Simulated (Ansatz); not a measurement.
Born–Oppenheimer molecular dynamics of CH₈F₂OSi (13 atoms, charge 0, multiplicity 1). It starts at the highest image of a converged band. Of that band: Neighbouring images differ by up to 1.7 eV, so the band resolves the path poorly. A vibrational analysis at the climbing image gives one clearly imaginary mode, 1126i cm⁻¹: a first-order saddle point.

These are results of RKS PBE0-D4/def2-SVP (Ansatz 0.2.0), not measurements.

```yaml
ensemble: NVE (velocity Verlet)
time_step: 0.5 fs
steps_asked: 200
starting_velocities_drawn_for: 300 K
seed: 2640
```

Frames 5 fs apart, positions in Å, forces in eV/Å.

Velocities at 15.0 fs (Å/ps):

```
Si -0.68 3.97 0.03
C 7.01 -2.23 -6.27
H -2.31 18.82 11.83
H -16.50 -7.07 7.52
O -0.04 -4.35 0.79
H -5.70 8.37 8.72
F -0.10 -0.87 -2.68
H 1.49 14.40 -37.57
F -1.28 -2.12 5.57
H -2.84 16.59 -11.07
H 3.75 0.68 7.00
H -15.88 -7.74 22.88
H 0.18 -2.65 -2.44
```

```xyz
13
Properties=species:S:1:pos:R:3:forces:R:3 time_fs=15.0 energy_less_start_eV=0.077 T=247
Si -0.938 0.197 -0.411 -0.50 1.96 1.04
C 0.938 -0.785 -0.572 1.50 0.70 -2.35
H -1.309 -0.736 -1.513 -0.02 0.16 -0.09
H -1.926 -0.079 0.670 0.13 -0.12 -0.14
O -0.870 1.732 -1.100 -0.40 -1.34 -0.27
H 0.244 0.099 1.865 -0.09 0.80 0.09
F 0.042 1.180 1.172 -0.48 -0.21 -1.26
H 0.498 -0.771 0.437 -0.57 -0.05 0.91
F 0.353 -0.857 2.050 0.11 -1.24 0.74
H 1.985 -0.609 -0.198 -0.63 -0.27 -0.32
H 0.756 -1.788 -1.008 0.36 0.47 0.02
H 0.816 0.041 -1.394 0.33 -1.25 1.34
H -0.777 2.340 -0.365 0.27 0.40 0.31
13
Properties=species:S:1:pos:R:3:forces:R:3 time_fs=20.0 energy_less_start_eV=0.022 T=286
Si -0.945 0.225 -0.403 -0.99 0.79 2.20
C 0.984 -0.794 -0.617 -0.65 -0.65 2.12
H -1.326 -0.658 -1.502 0.03 -0.32 -0.51
H -1.962 -0.115 0.665 0.43 0.10 -0.31
O -0.873 1.705 -1.097 -0.15 0.71 0.11
H 0.220 0.134 1.921 0.17 -0.92 0.04
F 0.038 1.175 1.151 -0.53 -0.26 -1.06
H 0.442 -0.721 0.398 0.60 -0.60 -0.21
F 0.347 -0.870 2.082 -0.16 0.55 0.41
H 1.968 -0.556 -0.262 0.92 -0.13 0.41
H 0.810 -1.783 -1.001 0.15 -0.50 -0.50
H 0.769 -0.024 -1.283 0.04 1.49 -2.19
H -0.748 2.351 -0.372 0.13 -0.26 -0.52
13
Properties=species:S:1:pos:R:3:forces:R:3 time_fs=25.0 energy_less_start_eV=-0.176 T=426
Si -0.959 0.259 -0.379 0.19 -0.71 0.84
C 1.024 -0.802 -0.642 0.37 1.15 -0.98
H -1.331 -0.629 -1.575 0.28 0.27 0.57
H -1.927 -0.140 0.614 -0.49 -0.20 0.67
O -0.878 1.685 -1.096 -0.30 1.59 -1.15
H 0.225 0.044 1.982 -0.07 1.15 -0.28
F 0.027 1.165 1.116 -0.70 -0.62 -1.31
H 0.479 -0.787 0.360 0.34 -0.23 -0.42
F 0.339 -0.881 2.119 0.10 -1.51 0.73
H 2.060 -0.553 -0.275 -0.77 -0.37 -0.26
H 0.909 -1.825 -1.079 0.17 0.78 0.13
H 0.786 0.033 -1.444 0.66 -1.62 1.35
H -0.678 2.358 -0.441 0.20 0.32 0.12
13
Properties=species:S:1:pos:R:3:forces:R:3 time_fs=30.0 energy_less_start_eV=-0.407 T=588
Si -0.973 0.287 -0.345 -0.08 -0.65 1.82
C 1.071 -0.797 -0.679 1.18 -2.12 1.30
H -1.277 -0.561 -1.545 0.12 -0.19 0.25
H -1.963 -0.194 0.674 0.19 0.20 -0.11
O -0.887 1.689 -1.110 -0.08 1.98 -0.88
H 0.232 0.065 1.993 0.14 -1.06 -0.04
F 0.008 1.148 1.065 -0.59 -0.87 -1.11
H 0.563 -0.911 0.284 -0.69 0.25 0.45
F 0.332 -0.903 2.165 -0.10 0.78 0.17
H 2.066 -0.614 -0.315 0.91 0.20 0.32
H 1.041 -1.761 -1.156 -0.10 -0.80 -0.25
H 0.911 -0.128 -1.441 -0.79 2.35 -1.76
H -0.578 2.394 -0.521 -0.09 -0.07 -0.16
13
Properties=species:S:1:pos:R:3:forces:R:3 time_fs=35.0 energy_less_start_eV=-0.697 T=792
Si -0.987 0.312 -0.297 0.05 1.05 1.42
C 1.140 -0.816 -0.711 0.99 -0.02 -1.07
H -1.199 -0.540 -1.463 -0.15 -0.61 -0.25
H -1.975 -0.208 0.726 0.17 0.34 -0.30
O -0.899 1.721 -1.137 -0.24 0.71 -0.45
H 0.259 -0.029 1.984 -0.06 1.16 -0.23
F -0.018 1.120 0.999 -0.31 -0.95 -0.77
H 0.535 -0.978 0.255 0.46 0.37 -1.09
F 0.323 -0.922 2.214 0.10 -1.35 0.51
H 2.179 -0.648 -0.317 -0.71 0.08 -0.20
H 1.151 -1.794 -1.258 -0.23 0.53 0.41
H 0.933 -0.022 -1.558 0.18 -1.17 2.06
H -0.488 2.433 -0.625 -0.26 -0.12 -0.05
13
Properties=species:S:1:pos:R:3:forces:R:3 time_fs=40.0 energy_less_start_eV=-0.978 T=989
Si -1.001 0.345 -0.239 -0.57 1.26 -2.12
C 1.229 -0.841 -0.755 1.15 -1.07 0.47
H -1.146 -0.631 -1.405 0.04 0.31 0.62
H -1.968 -0.152 0.728 -0.72 0.08 0.38
O -0.914 1.762 -1.171 -0.69 -1.18 -0.12
H 0.286 -0.039 1.961 0.08 -1.00 0.50
F -0.048 1.081 0.925 0.91 -0.33 0.58
H 0.560 -0.978 0.068 -0.34 -0.37 1.18
F 0.316 -0.949 2.266 -0.04 0.83 -0.25
H 2.208 -0.658 -0.335 0.56 0.06 0.30
H 1.214 -1.772 -1.304 -0.05 -0.41 -0.46
H 0.962 -0.040 -1.371 -0.31 1.50 -1.36
H -0.447 2.467 -0.726 -0.03 0.31 0.30
13
Properties=species:S:1:pos:R:3:forces:R:3 time_fs=45.0 energy_less_start_eV=-0.951 T=970
Si -1.021 0.387 -0.197 -3.15 0.61 -3.17
C 1.334 -0.876 -0.796 -0.95 1.39 0.52
H -1.090 -0.676 -1.233 0.02 0.04 0.09
H -2.090 -0.057 0.781 -0.04 0.51 -0.36
O -0.938 1.790 -1.206 -0.35 -1.04 0.57
H 0.329 -0.115 1.998 0.08 0.78 -0.10
F -0.065 1.038 0.860 2.85 0.75 2.72
H 0.591 -1.044 0.038 1.11 -0.28 -0.34
F 0.308 -0.974 2.319 -0.04 -0.91 0.32
H 2.311 -0.666 -0.312 -0.23 -0.39 -0.38
H 1.266 -1.788 -1.424 0.28 0.61 0.00
H 0.979 0.095 -1.321 0.92 -1.62 0.23
H -0.445 2.519 -0.789 -0.48 -0.44 -0.10
13
Properties=species:S:1:pos:R:3:forces:R:3 time_fs=50.0 energy_less_start_eV=-1.411 T=1292
Si -1.068 0.436 -0.182 -3.85 1.03 -2.84
C 1.429 -0.895 -0.826 1.03 -0.81 0.22
H -1.025 -0.722 -1.041 0.11 -0.48 -0.37
H -2.236 0.149 0.764 0.23 0.51 -0.55
O -0.970 1.798 -1.235 -0.89 -1.91 0.22
H 0.382 -0.133 2.055 0.02 -0.10 0.10
F -0.047 1.003 0.827 3.42 0.79 3.21
H 0.802 -1.177 0.000 -0.50 -0.12 0.56
F 0.300 -1.003 2.373 -0.02 0.01 -0.08
H 2.409 -0.750 -0.355 0.32 -0.20 -0.43
H 1.379 -1.711 -1.562 0.33 0.08 0.06
H 1.139 0.019 -1.302 -0.30 0.86 -0.40
H -0.513 2.536 -0.840 0.09 0.34 0.30
13
Properties=species:S:1:pos:R:3:forces:R:3 time_fs=55.0 energy_less_start_eV=-1.980 T=1692
Si -1.144 0.493 -0.191 -0.37 0.40 -1.54
C 1.537 -0.924 -0.849 0.89 0.22 -0.46
H -0.947 -0.833 -0.906 -0.28 0.80 0.37
H -2.351 0.466 0.636 -0.44 0.05 0.16
O -1.012 1.783 -1.259 -0.29 -0.54 0.11
H 0.446 -0.151 2.129 -0.18 -0.80 0.15
F 0.011 0.978 0.832 0.99 -0.20 1.20
H 0.967 -1.321 0.018 -0.04 0.49 -0.63
F 0.291 -1.034 2.427 0.12 0.75 -0.29
H 2.577 -0.878 -0.493 0.09 0.26 -0.09
H 1.558 -1.620 -1.698 -0.25 -0.38 0.15
H 1.265 0.062 -1.331 -0.01 -0.75 1.01
H -0.602 2.564 -0.857 -0.21 -0.32 -0.14
13
Properties=species:S:1:pos:R:3:forces:R:3 time_fs=60.0 energy_less_start_eV=-2.037 T=1733
Si -1.225 0.553 -0.210 1.08 0.58 2.17
C 1.667 -0.958 -0.880 1.66 -0.21 -1.37
H -0.929 -0.799 -0.712 -0.40 0.04 -0.16
H -2.528 0.796 0.520 0.47 -0.46 0.00
O -1.060 1.758 -1.283 0.10 0.43 -1.03
H 0.486 -0.225 2.194 0.19 1.18 -0.62
F 0.081 0.950 0.852 -1.51 -0.56 -0.60
H 1.096 -1.376 -0.055 -0.12 0.00 0.17
F 0.283 -1.063 2.479 -0.28 -1.20 0.40
H 2.760 -0.949 -0.642 -0.62 0.31 0.33
H 1.682 -1.607 -1.788 -0.59 0.09 0.48
H 1.359 0.052 -1.210 0.04 -0.28 0.35
H -0.719 2.565 -0.885 -0.01 0.07 -0.14
13
Properties=species:S:1:pos:R:3:forces:R:3 time_fs=65.0 energy_less_start_eV=-1.694 T=1492
Si -1.298 0.619 -0.213 1.75 0.07 3.67
C 1.823 -0.998 -0.930 -1.07 0.47 0.48
H -1.004 -0.757 -0.549 -0.37 -0.52 -0.47
H -2.616 1.021 0.418 0.54 -0.66 0.35
O -1.106 1.738 -1.323 0.55 1.03 -1.83
H 0.518 -0.238 2.185 -0.51 -1.16 0.19
F 0.134 0.916 0.867 -2.57 -0.28 -1.26
H 1.220 -1.422 -0.114 0.47 -0.23 0.20
F 0.274 -1.095 2.533 0.37 1.18 -0.48
H 2.875 -0.955 -0.714 0.74 -0.08 0.43
H 1.675 -1.597 -1.819 -0.20 -0.07 -0.60
H 1.440 0.033 -1.008 0.23 -0.14 -0.50
H -0.838 2.579 -0.947 0.06 0.37 -0.18
13
Properties=species:S:1:pos:R:3:forces:R:3 time_fs=70.0 energy_less_start_eV=-1.589 T=1418
Si -1.354 0.684 -0.186 3.39 -1.33 2.16
C 1.967 -1.036 -0.974 -0.54 0.63 0.48
H -1.170 -0.792 -0.488 -0.40 0.79 -0.20
H -2.604 1.107 0.408 -0.45 -0.09 0.98
O -1.144 1.735 -1.387 0.65 1.06 -0.82
H 0.486 -0.342 2.150 0.03 0.63 -0.52
F 0.155 0.878 0.865 -3.01 -0.07 -1.48
H 1.436 -1.515 -0.129 0.29 -0.10 -0.08
F 0.267 -1.121 2.584 -0.12 -0.55 0.25
H 3.068 -0.981 -0.715 -0.99 -0.35 -0.70
H 1.645 -1.575 -1.917 0.81 0.66 0.78
H 1.561 0.019 -0.930 0.48 -0.85 -0.45
H -0.960 2.637 -1.068 -0.14 -0.40 -0.42
```

Of the whole run (100 fs, mean temperature of the second half 1561 K): The conserved energy stayed within 0.22 meV per atom of its start (net change 0.076 meV per atom), so the integration is sound. The kinetic energy rose, since the run started high on the potential surface and went downhill. It ends in pieces (CH4 + FH + FH3OSi), so much of that is their flight and rotation, not heat. A run of 0.1 ps of so small a system gives no equilibrium averages. The orbitals stay closed-shell, which can raise the energy where a bond breaks towards radicals; this wasn't checked here.

The run took 6.4 min on 2 threads of AMD EPYC 9R14 (Zen 4), with other jobs on the host, peak memory 0.29 GiB.
